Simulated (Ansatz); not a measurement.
CH2O, triplet, geometry from GFN2-xTB (a higher spin typed on purpose: for a closed-shell molecule this is an excited state). Base run: B3LYP/STO-3G in Ansatz (a program for electronic structure).

Geometry (Å):
```xyz
4

C     -0.5314     0.0988     0.2038
O      0.6758    -0.1309    -0.1334
H     -1.2848    -0.6417    -0.1147
H     -0.9334     1.0967    -0.0409
```
Charge 0, spin multiplicity 3.
Orbitals are unrestricted.
All else is at Ansatz's defaults.
Base energy -112.86141 Eh.

The base run was repeated with changes; each row names its change, and settings that it needs were set with it.

```csv
change,ΔE vs base (µEh)
base,0.0
"point_charge = charge:-1.0 position_ang:-2.4245, 3.5443, 1.5194",-2890
"final_grid = 14, 28, 59",-0.3
lower_state_search = light,0.0
lower_state_search = off,0.0
"final_grid = 10, 20, 41",-0.2
"point_charge = charge:1.0 position_ang:2.4399, -2.4904, -1.5506",-4308
"final_grid = 6, 12, 29",0.4
"final_grid = 4, 8, 17",-77.4
fitting.mean_field = cc-pVTZ-JKFIT,-110
nuclear_model = gaussian,10.4
```
